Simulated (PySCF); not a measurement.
# Computed properties of Al(Cl)(OH)(SH) (AlClH₂OS), SMILES [Cl][Al]([OH])[SH]

Al(Cl)(OH)(SH) (AlClH2OS), SMILES [OH][Al]([SH])[Cl]. Coordinates come from a B3LYP-D3(BJ)/def2-SVP optimisation. Other conformers were not sampled. All values are computed for the isolated molecule unless a solvent is named; none is compared with measurement here.

**Structure.** The optimised structure has Cs symmetry. All 12 harmonic modes at B3LYP-D3(BJ)/def2-SVP (PySCF) are real, so it is a minimum. With heavy atoms numbered as in [Al:1]([Cl:2])([OH:3])[SH:5], the shortest bond between them is Al1–O3 at 1.694 Å and the longest Al1–S5 at 2.171 Å.

**Vibrations.** The strongest infrared lines (harmonic, unscaled, degenerate partners summed) lie at 618 cm⁻¹ (251 km/mol, Al 53 %, H 18 %, S 13 %, Cl 12 %), 325 cm⁻¹ (125 km/mol, H 89 %, O 10 %), 3924 cm⁻¹ (115 km/mol, H 94 %). The softest mode is at 134 cm⁻¹ and the zero-point energy is 15.5 kcal/mol.

**Electronic structure.** CAM-B3LYP/def2-TZVPD (PySCF) places the frontier levels at -9.30 and -0.43 eV, a gap of 8.87 eV, and gives a dipole moment of 1.62 D and a mean polarisability of 63.0 bohr³.

**Excitations.** TDA-M06-2X/def2-SVPD (PySCF) has S1 at 5.81 eV (213 nm, f = 0.037, weak); the most intense of the 10 singlets computed lies at 7.71 eV (f = 0.33). T1 (TDA) is at 5.51 eV, 0.30 eV under S1. No vertical singlet excitation falls in the visible range (under 3.1 eV).

**NMR.** GIAO shifts at PBE0/pcSseg-1 (PySCF) (non-relativistic, atoms alike by connectivity averaged): ¹H from 1.0 to 2.6 ppm against TMS. Without spin–orbit terms, shifts of atoms bonded to Cl or Br come out too high.
